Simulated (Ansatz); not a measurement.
SnMeF3 (CH₃F₃Sn). Charge 0, multiplicity 1. Geometry PBE-D4/def2-SVP.

Cartesian coordinates in Å:
```
C 0.3179 0.7260 0.9522
F 1.1577 -1.7766 -1.2329
F -0.6735 0.4451 -2.3170
F -1.7871 -1.6437 -0.3522
Sn -0.2314 -0.5278 -0.6925
H -0.5140 1.4295 1.1372
H 1.2396 1.2686 0.6739
H 0.4908 0.0789 1.8312
```

In the def2 sets Sn takes a core potential; there is no spin–orbit coupling.

Estimate the orbital energies around the gap (eV) in Ansatz with PBE-D4/def2-SVP, PBE-D4/def2-TZVP, r2SCAN-D4/def2-TZVP, PBE0-D4/def2-SVP, CAM-B3LYP-D4/def2-TZVP.


```
orbital  PBE-D4/def2-SVP  PBE-D4/def2-TZVP  r2SCAN-D4/def2-TZVP  PBE0-D4/def2-SVP  CAM-B3LYP-D4/def2-TZVP
HOMO−13           -25.83            -26.25               -27.32            -29.17                  -30.93
HOMO−12           -18.17            -18.48               -19.43            -20.63                  -22.56
HOMO−11           -12.91            -13.19               -13.56            -14.85                  -16.74
HOMO−10           -11.26            -11.44               -11.88            -12.99                  -14.66
 HOMO−9           -11.26            -11.44               -11.88            -12.99                  -14.66
 HOMO−8           -10.03            -10.42               -10.85            -12.00                  -13.86
 HOMO−7           -10.03            -10.42               -10.85            -12.00                  -13.86
 HOMO−6            -9.78            -10.07               -10.51            -11.77                  -13.63
 HOMO−5            -8.82             -9.29                -9.79            -11.02                  -12.99
 HOMO−4            -8.82             -9.29                -9.79            -11.02                  -12.99
 HOMO−3            -8.63             -9.12                -9.62            -10.82                  -12.78
 HOMO−2            -8.63             -9.12                -9.62            -10.82                  -12.78
 HOMO−1            -8.51             -9.03                -9.54            -10.73                  -12.72
   HOMO            -8.35             -8.67                -9.05            -10.04                  -11.61
   LUMO            -2.96             -3.29                -3.04             -2.05                   -1.34
 LUMO+1            -0.41             -0.76                -0.39              0.39                    0.89
 LUMO+2            -0.40             -0.76                -0.39              0.39                    0.89
 LUMO+3             0.35             -0.17                 0.58              1.15                    1.29
 LUMO+4             1.83              1.20                 1.99              2.71                    2.79
 LUMO+5             1.84              1.20                 2.00              2.71                    2.79
```
